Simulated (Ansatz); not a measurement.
Total energies of CH4BFS.

```xyz
8

B     0.6665   -0.6905    0.0852
C    -0.1950    0.3274   -0.6936
F    -1.0060   -0.0513   -1.7060
S    -1.0509    0.0430    0.9717
H     1.6317   -0.3003    0.6688
H     0.4651   -1.8503   -0.1156
H     0.0432    1.3851   -0.7830
H    -0.5545    1.1368    1.5726
```

Total charge 0; spin multiplicity 1. The bonds changed during the relaxation, so this is another structure than the one it started from. The structure was optimised at the PBE0-D4/def2-TZVP level. It is one conformer, not always the lowest. Basis def2-TZVPP, Ansatz 0.2.0.

RPA on PBE orbitals: Hartree–Fock energy of these orbitals -561.84219 Eh, correlation -1.16573 Eh (frozen core).

| functional | kind | energy without D4 (Eh) | D4 term (kJ/mol) |
| --- | --- | --- | --- |
| PBE | GGA | -563.08828 | -14.0 |
| revPBE | GGA | -563.32660 | -47.3 |
| BLYP | GGA | -563.40297 | -32.0 |
| r2SCAN | meta-GGA | -563.33969 | -3.2 |
| B97M-V | meta-GGA with VV10 | -563.32205 | – |
| PBE0 | global hybrid, 25 % exact exchange | -563.13090 | -11.6 |
| r2SCAN0 | meta-GGA hybrid, 25 % | -563.31561 | -3.7 |
| CAM-B3LYP | range-separated hybrid | -563.39410 | -11.6 |
| ωB97X-V | range-separated hybrid GGA with VV10 | -563.33722 | – |
| B2PLYP | double hybrid | -563.20229 | – |

Q: Give the same for LDA (SPW92), B3LYP, r2SCANh, HSE06 (plane-wave form), BHLYP, LC-ωPBE, ωB97M-V, PBE-QIDH. (Estimate.)

A: The calculation gave: 
| functional | kind | energy without D4 (Eh) | D4 term (kJ/mol) |
| --- | --- | --- | --- |
| LDA (SPW92) | LDA | -560.78190 | – |
| B3LYP | global hybrid, 20 % | -563.47434 | -22.8 |
| r2SCANh | meta-GGA hybrid, 10 % | -563.32964 | -3.4 |
| HSE06 (plane-wave form) | screened hybrid | -563.11527 | -10.7 |
| BHLYP | global hybrid, 50 % | -563.36780 | -16.6 |
| LC-ωPBE | long-range corrected hybrid | -563.23418 | – |
| ωB97M-V | range-separated hybrid meta-GGA with VV10 | -563.36485 | – |
| PBE-QIDH | double hybrid | -563.02078 | – |

B3LYP takes the VWN-RPA correlation (the form of Gaussian; ORCA's B3LYP/G). HSE06 is the plane-wave form, built on full-range PBE exchange. The double hybrids freeze the cores in their second-order part.

LC-ωPBE has ω = 0.4 bohr⁻¹.
